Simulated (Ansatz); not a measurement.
`C[C]1(C)[O][AlH]1` + `[SeH][SnH3]` → `C[Se][SnH3]` + `C[CH]1[O][AlH]1` at 600 K and 1 bar (substitution at a C–C bond).

Computed with Ansatz on PBE0-D4/def2-TZVP structures; ΔE is electronic, products minus reactants. CCSD(T)/CBS adds triple-zeta CCSD(T) − MP2 to the extrapolated MP2 energy (def2 sets, frozen cores). Elements past krypton have def2 core potentials. For Se, Sn outer-core shells are correlated without core-valence functions, which leaves a few kJ/mol of doubt a bond. Scalar relativity is left out up to krypton.

| species | CCSD(T)/CBS energy (Eh) | H − E (kJ/mol) | S (J/(mol·K)) |
| --- | --- | --- | --- |
| `C[C]1(C)[O][AlH]1` | -435.53451 | 303.4 | 422.8 |
| `[SeH][SnH3]` | -2617.13827 | 115.7 | 375.3 |
| `C[Se][SnH3]` | -2656.39593 | 208.1 | 437.0 |
| `C[CH]1[O][AlH]1` | -396.26752 | 217.2 | 371.1 |

H − E and S are ideal-gas, rigid-rotor, harmonic terms from PBE0-D4/def2-TZVP, for one conformer and one mirror image of each species. 1 Eh = 2625.50 kJ/mol, R = 8.31446 J/(mol·K).

**Question.** By hand: ΔE, ΔH, ΔS and ΔG.

**Answer.** ΔE = (-2656.39593) + (-396.26752) − (-435.53451) − (-2617.13827) = 0.00933 Eh = 24.5 kJ/mol. Δ(H − E) = 208.1 + 217.2 − 303.4 − 115.7 = 6.2, so ΔH = 30.7 kJ/mol. ΔS = 437.0 + 371.1 − 422.8 − 375.3 = 10.0 J/(mol·K). ΔG = 30.7 − 600 × (10.0)/1000 = 24.7 kJ/mol.

**Question.** By hand: the equilibrium constant, and the temperature at which ΔG would vanish if ΔH and ΔS stayed fixed.

**Answer.** log₁₀ K = −ΔG/(RT ln 10) = -2.2. ΔG = 0 at ΔH/ΔS = 3070 K, far beyond where these terms or the molecules hold.

The number of gas molecules stays the same, so ΔS is small and ΔH decides. A doubt of 5 kJ/mol in ΔE shifts log₁₀ K by 0.4 here. Other conformers and mirror images would add mixing entropy, several J/(mol·K) or more a flexible species. Modes under 60 cm⁻¹, often nearly free rotors, make the harmonic entropy too high. These are equilibria of isolated gas molecules and say nothing of rates. Largest T1 diagnostic: 0.016 (customary marks: 0.02 for closed shells, 0.045 for open ones).
